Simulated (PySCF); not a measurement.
Compound: C5H7BO.
Numbering: `[CH3:1][B:2]([CH3:3])[c:4]1[cH:5][c:6]1=[O:7]` (hydrogens: H8, H9, H10 on C1; H11, H12, H13 on C3; H14 on C5)

Method used: PySCF, PBE0-D3(BJ)/def2-SVP geometry optimisation, gas phase.

(1) List the bond lengths, angles and torsions at this level.

## Answers

(1) 
```json
{"bond": "C1–B2, B2–C3", "length (Å)": "1.570"}
{"bond": "B2–C4", "length (Å)": "1.532"}
{"bond": "C4–C5", "length (Å)": "1.357"}
{"bond": "C5–C6", "length (Å)": "1.394"}
{"bond": "C6=O7", "length (Å)": "1.199"}
{"bond": "C4–C6", "length (Å)": "1.474"}
{"bond": "C1–H8 and 5 like bonds", "length (Å)": "1.102"}
{"bond": "C5–H14", "length (Å)": "1.092"}
```

Bonds in one row agree within 0.01 Å and their mean is given. A selection of angles:
```json
{"angle": "B2–C1–H8", "degrees": "113.0"}
{"angle": "B2–C1–H10", "degrees": "107.3"}
{"angle": "H8–C1–H9", "degrees": "109.5"}
{"angle": "H8–C1–H10", "degrees": "105.7"}
{"angle": "H9–C1–H10", "degrees": "107.4"}
{"angle": "C1–B2–C3", "degrees": "122.2"}
{"angle": "C1–B2–C4", "degrees": "118.2"}
{"angle": "C3–B2–C4", "degrees": "119.5"}
{"angle": "B2–C3–H12", "degrees": "115.7"}
{"angle": "B2–C3–H13", "degrees": "110.8"}
{"angle": "B2–C4–C5", "degrees": "156.3"}
{"angle": "B2–C4–C6", "degrees": "144.8"}
{"angle": "C5–C4–C6", "degrees": "58.8"}
{"angle": "C4–C5–C6", "degrees": "64.8"}
{"angle": "C4–C5–H14", "degrees": "141.7"}
{"angle": "C6–C5–H14", "degrees": "153.5"}
{"angle": "C5–C6–O7", "degrees": "155.9"}
{"angle": "C4–C6–C5", "degrees": "56.4"}
{"angle": "C4–C6–O7", "degrees": "147.7"}
```

Dihedral angles: C1–B2–C4–C5 91° (anticlinal). The mirror-image conformer, all signs reversed, is as good.

The 3 C–C bonds span 1.357 Å (C4–C5, drawn aromatic) to 1.474 Å (C4–C6, drawn aromatic), a spread of 0.117 Å. B2 (three-coordinate boron) is planar (angles 122.2°, 119.5° and 118.2°, sum 359.9°, 0.03 Å off the plane of its three neighbours). The B–C distances run from 1.532 Å (B2–C4, drawn single) to 1.571 Å (C1–B2, drawn single), a spread of 0.039 Å. The 3-membered ring C4–C5–C6 has internal angles of 56.4° to 64.8°.

Stationary, but not proved a minimum. One conformer, not necessarily the lowest.

On one thread, Arm Neoverse V2 (aarch64), no GPU, shared host with 32 logical CPUs at a one-minute load of 28, this took 51 s of wall time and 0.62 GiB of memory at its peak. That covers the optimisation of the geometry.
